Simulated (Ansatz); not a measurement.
`O=[CH][SnH2][OH]` + H₂ → `O=[CH][SnH3]` + H₂O at 500 K and 1 bar (hydrogenolysis of the Sn–O bond).

Calculated with Ansatz (gas phase, PBE0-D4/def2-TZVP geometries, no zero-point term in ΔE). CCSD(T)/CBS is the MP2 limit (def2-TZVPP, def2-QZVPP) plus CCSD(T) − MP2 in def2-TZVPP, frozen cores. This one scheme is used for every species. def2 core potentials past Kr. For Sn outer-core shells are correlated without core-valence functions, which leaves a few kJ/mol of doubt a bond. One conformer a species, not always the lowest.

```
           species  CCSD(T)/CBS energy (Eh)  H − E (kJ/mol)  S (J/(mol·K))
`O=[CH][SnH2][OH]`               -404.79764           158.9          398.7
                H₂                 -1.17544            41.0          145.5
    `O=[CH][SnH3]`               -329.59298           133.1          365.6
               H₂O                -76.37941            73.2          206.3
```

H − E and S are ideal-gas, rigid-rotor, harmonic terms from PBE0-D4/def2-TZVP, for one conformer and one mirror image of each species. The MP2-based limit puts H₂ 0.8 mEh under its directly extrapolated value; such offsets cancel only in part. 1 Eh = 2625.50 kJ/mol, R = 8.31446 J/(mol·K).

Problem. By hand: ΔE, ΔH, ΔS and ΔG.

Solution. ΔE = (-329.59298) + (-76.37941) − (-404.79764) − (-1.17544) = 0.00069 Eh = 1.8 kJ/mol. Δ(H − E) = 133.1 + 73.2 − 158.9 − 41.0 = 6.4, so ΔH = 8.2 kJ/mol. ΔS = 365.6 + 206.3 − 398.7 − 145.5 = 27.7 J/(mol·K). ΔG = 8.2 − 500 × (27.7)/1000 = -5.7 kJ/mol.

Problem. By hand: the equilibrium constant, and the temperature at which ΔG would vanish if ΔH and ΔS stayed fixed.

Solution. log₁₀ K = −ΔG/(RT ln 10) = 0.6. ΔG = 0 at ΔH/ΔS = 296 K, though so small a ΔH makes that figure unsure.

TΔS isn't small against ΔH here. The sign of ΔG lies within the doubt. A doubt of 5 kJ/mol in ΔE shifts log₁₀ K by 0.5 here. Other conformers and mirror images would add mixing entropy, several J/(mol·K) or more a flexible species. Modes under 60 cm⁻¹, often nearly free rotors, make the harmonic entropy too high. These are equilibria of isolated gas molecules and say nothing of rates. Largest T1 diagnostic: 0.016 (customary marks: 0.02 for closed shells, 0.045 for open ones).
